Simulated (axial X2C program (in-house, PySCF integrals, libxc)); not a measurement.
# Outer orbitals of KS⁺ at 3.340 Å, HF

Calculated with an in-house all-electron X2C program for linear molecules (integrals from PySCF). Spin-free means the one-electron spin-free X2C Hamiltonian; two-component (2c) means X2C with spin–orbit coupling and atomic mean-field two-electron Coulomb and Gaunt terms, so the difference of the two also holds small scalar two-electron terms. Basis: K dyall-cv3z [11s12p6d3f], S dyall-av3z [9s8p3d2f] (cores contracted in-house); Gaussian nuclei, density fitting, unrestricted open shells. Masses: K 38.964 u, S 31.972 u.

The distance is close to the 2c PBE0 minimum; the highest filled and lowest empty levels are listed.

Spin-free orbitals, state M_S = 1, Λ = 0 (beyond evenly filled blocks: π+α, π-α) (Löwdin shares):

```tsv
symmetry	occupied	ε (eV)	atomic character
σα	yes	-31.56	70% S s, 27% K p
π-β	yes	-31.26	100% K p
π+β	yes	-31.26	100% K p
π+α	yes	-31.26	100% K p
π-α	yes	-31.26	100% K p
σβ	yes	-31.24	99% K p
σα	yes	-31.11	75% K p, 24% S s
σβ	yes	-25.54	93% S s, 3% K d, 3% K p
π+α	yes	-17.54	99% S p
π-α	yes	-17.54	99% S p
σα	yes	-15.82	95% S p, 2% K p
σβ	yes	-14.82	95% S p, 2% K p
π-β	no	-4.11	89% S p, 6% K p, 5% K d
π+β	no	-4.11	89% S p, 6% K p, 5% K d
σα	no	-3.60	85% K s, 6% K p, 5% S p
σβ	no	-3.58	84% K s, 7% K p, 4% S p
```

Spinors with spin–orbit coupling (state Ω = 1):

| ω | occupied | ε (eV) | atomic character | λ mixture |
| --- | --- | --- | --- | --- |
| 1/2 | yes | -31.58 | 57% S s, 41% K p | 90% σ, 10% π |
| -1/2 | yes | -31.44 | 100% K p | 69% π, 31% σ |
| 1/2 | yes | -31.37 | 79% K p, 20% S s | 76% π, 24% σ |
| -3/2 | yes | -31.15 | 100% K p | 100% π |
| 3/2 | yes | -31.15 | 100% K p | 100% π |
| -1/2 | yes | -31.14 | 100% K p | 69% σ, 31% π |
| 1/2 | yes | -31.05 | 82% K p, 17% S s | 86% σ, 14% π |
| -1/2 | yes | -25.56 | 93% S s, 3% K d, 3% K p | 100% σ |
| -1/2 | yes | -17.56 | 99% S p | 100% π |
| 3/2 | yes | -17.50 | 99% S p | 100% π |
| 1/2 | yes | -15.82 | 95% S p, 2% K p | 100% σ |
| -1/2 | yes | -14.83 | 95% S p, 2% K p | 100% σ |
| 1/2 | no | -4.12 | 89% S p, 6% K p, 5% K d | 99% π, 1% σ |
| -3/2 | no | -4.10 | 89% S p, 6% K p, 5% K d | 100% π |
| 1/2 | no | -3.60 | 84% K s, 6% K p, 5% S p | 100% σ |
| -1/2 | no | -3.58 | 84% K s, 7% K p, 4% S p | 100% σ |

Mulliken charges and populations of the two-component result (they depend on the basis, above all on diffuse functions):

K 1.01 e (s 6.00 p 11.99), S -0.01 e (s 6.00 p 9.99 d 0.01). ⟨Lz⟩ = 0.00 ħ and ⟨Sz⟩ = 1.00 ħ (0.00 and 1.00 on the two atoms), which add up to Ω.

The state is one determinant whose occupation by symmetry is held fixed; it was picked as the lowest of a PBE0 search that is not exhaustive. PBE0 can misorder states that lie within some tenths of an eV, so this need not be the ground state of the molecule. The nearest other spin-free determinant of the search, M_S = 1, Λ = 1, lies 0.42 eV up at the distance of the search. With several unpaired electrons one determinant need not be a pure state. Open-shell Ω = 0 determinants with evenly filled partner blocks cannot be reached by this program, so the Ω shown need not be the lowest component. This is the Ω = 1 component of a π² triplet; the 0⁺ component is not one determinant and can lie lowest.
